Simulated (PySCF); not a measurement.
# Er⁶⁵⁺ (erbium, charge +65): UHF calculation

Configuration: [He] 2s1, 2S determinant. Calculation: PySCF 2.14, in an uncontracted even-tempered set (18 s from 43 bohr⁻², ratio 2.2; 8 p from 65 bohr⁻², ratio 2.4; 5 d from 200 bohr⁻², ratio 2.4; 5 f from 290 bohr⁻², ratio 2.4; 4 g from 440 bohr⁻², ratio 2.4); scalar relativity by spin-free X2C-1e.

- Total energy: -5498.720779 hartree
- One-electron energy: -5577.8222 hartree
- Hartree (Coulomb) energy: 135.7565 hartree
- Exchange energy: -56.6550 hartree
- ⟨S²⟩: 0.7500
- ⟨L²⟩: 0.000
- Sum of ⟨r⟩: 0.1204 bohr
- Sum of ⟨r²⟩: 0.008909 bohr²

```csv
shell,electrons,mean orbital energy (hartree),"rms radius, mean of both spins (bohr)"
1s α,1,-2411.47172,0.0230
1s β,1,-2409.34754,0.0230
2s α,1,-598.80009,0.0886
```

Densities and radii are taken from the X2C orbitals without a picture-change correction, which distorts them close to the nucleus.
